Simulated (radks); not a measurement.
Spherical jellium clusters: N electrons in a uniform positive sphere of charge N and radius rs N^(1/3), rs = 4.45 bohr. Method: non-relativistic Kohn-Sham, PBEsol, spin-polarised, spherical densities; computed with a radial shooting solver with Libxc functionals. Levels are named by radial order and angular momentum (1s, 1p, 1d, 2s, ...), and open shells are averaged over m.

N = 7, configuration 1s2 1p(up 3, down 2). This is the lowest configuration that the search found. Occupied levels:

| level | occupation | eigenvalue (eV) | <r> (bohr) |
|---|---|---|---|
| 1s up | 1 | -3.9924 | 5.759 |
| 1s down | 1 | -3.8423 | 5.697 |
| 1p up | 3 | -2.9296 | 6.937 |
| 1p down | 2 | -2.7569 | 6.950 |

Energy (eV): total -12.2414, kinetic 9.9177, external -184.43, Hartree 90.831, exchange-correlation -22.545, background 93.981.

Electron density:

| r (bohr) | n(r) (e/bohr^3) |
|---|---|
| 0.278 | 0.001988 |
| 0.977 | 0.002120 |
| 1.68 | 0.002374 |
| 2.37 | 0.002701 |
| 3.07 | 0.003029 |
| 3.77 | 0.003276 |
| 4.47 | 0.003367 |
| 5.17 | 0.003250 |
| 5.87 | 0.002918 |
| 6.56 | 0.002416 |
| 7.26 | 0.001831 |
| 7.96 | 0.001265 |
| 8.66 | 0.0007978 |
| 9.36 | 0.0004650 |
| 10.1 | 0.0002545 |
| 10.8 | 0.0001344 |
| 11.4 | 0.00007005 |
| 12.2 | 0.00003574 |
| 12.8 | 0.00001806 |
| 13.6 | 9.063e-06 |
